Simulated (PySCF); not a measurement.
**LiSn⁺: from constants to spectrum**

UHF-CCSD(T) constants of LiSn⁺, ³Π (triplet), unpaired electrons σ ↑, π ↑ (Li def2-SVP, Sn def2-SVP with ECP28; scalar-relativistic core potentials (PySCF 2.14); masses 7.0160 and 119.9022 u):

| Item | Value |
| --- | --- |
| ωe | 206.8 cm⁻¹ |
| ωexe | 1.56 cm⁻¹ |
| Be | 0.27095 cm⁻¹ |
| αe | 0.00397 cm⁻¹ |
| D (centrifugal) | 1.86e-06 cm⁻¹ |
| De to Li⁺ + Sn | 0.72 eV |

(1) Give the vibrational terms G(v) and spacings up to v = 6.

(2) How well does the Morse estimate ωe²/(4ωexe) reproduce De, and what is D0?

Correlated steps freeze 4 core orbitals. Correlated levels converge slowly with the basis: in double zeta they bind strong bonds too weakly, by up to about 1 eV, and carry superposition errors of some tenths. Spin–orbit coupling is left out, which matters for elements this heavy, above all for dissociation energies. For an ion De counts to the pair picked by the measured ionisation energies or electron affinities, which need not be the lowest pair at this level. The state is the lowest determinant that a PBE0 search found; another state may lie lower at other levels.

## Answers

(1) G(v) = ωe(v+½) − ωexe(v+½)².

```json
{"v": "0", "G(v) (cm⁻¹)": "103.0", "G(v) − G(v−1)": "", "Bv (cm⁻¹)": "0.2690"}
{"v": "1", "G(v) (cm⁻¹)": "306.7", "G(v) − G(v−1)": "203.7", "Bv (cm⁻¹)": "0.2650"}
{"v": "2", "G(v) (cm⁻¹)": "507.2", "G(v) − G(v−1)": "200.6", "Bv (cm⁻¹)": "0.2610"}
{"v": "3", "G(v) (cm⁻¹)": "704.7", "G(v) − G(v−1)": "197.4", "Bv (cm⁻¹)": "0.2571"}
{"v": "4", "G(v) (cm⁻¹)": "899.0", "G(v) − G(v−1)": "194.3", "Bv (cm⁻¹)": "0.2531"}
{"v": "5", "G(v) (cm⁻¹)": "1090.2", "G(v) − G(v−1)": "191.2", "Bv (cm⁻¹)": "0.2491"}
{"v": "6", "G(v) (cm⁻¹)": "1278.3", "G(v) − G(v−1)": "188.1", "Bv (cm⁻¹)": "0.2451"}
```

(2) It gives 0.85 eV, 118 % of the computed De. D0 = De − G(0) = 0.72 − 0.01 = 0.71 eV.
